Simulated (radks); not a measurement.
Neutral lanthanum inside a hard spherical wall (all orbitals vanish at R), configuration held at [Xe] 5d1 6s2 and not refilled when levels cross. Method: scalar-relativistic Kohn-Sham, LDA (Slater exchange, Perdew-Wang correlation), spin-polarised, spherical densities, finite nucleus; open shells are filled with parallel spins first (spin-orbit coupling, left out, can overturn this in heavy ions); Fermi nuclear charge, rms radius 4.855 fm; computed with a radial shooting solver on a logarithmic mesh with Libxc functionals. Eigenvalues in eV for spin up, with the zero of energy where the potential of the charges vanishes at infinity; a dash marks a level that is unbound or too diffuse for the functional's potential to be trusted. A positive occupied level is held by the wall or, in an anion where self-interaction has pushed it up, behind a barrier. The pressure on the wall is -dE/dV.

R (bohr),E (hartree),kinetic (hartree),e(5s),e(5p),e(6s),e(5d),"e(6p, empty)","e(7s, empty)",pressure (GPa)
free,-8486.5041,8973.731,-39.176,-22.628,-3.940,-3.392,-1.476,-0.097,0
15,-8486.5041,8973.731,-39.173,-22.625,-3.937,-3.389,-1.464,0.371,0.000259
6,-8486.3434,8974.507,-36.302,-19.880,-0.529,-0.785,3.957,19.251,10.1
4,-8485.1645,8979.052,-29.274,-13.149,15.732,7.722,25.538,71.378,241
3,-8481.2048,8993.263,-16.445,0.752,56.752,26.795,73.674,170.15,2130
2,-8455.3664,9072.861,42.026,68.961,243.14,114.58,274.89,540.47,37600
1.5,-8387.8375,9263.867,184.88,228.15,603.88,294.04,647.40,1180.1,267000
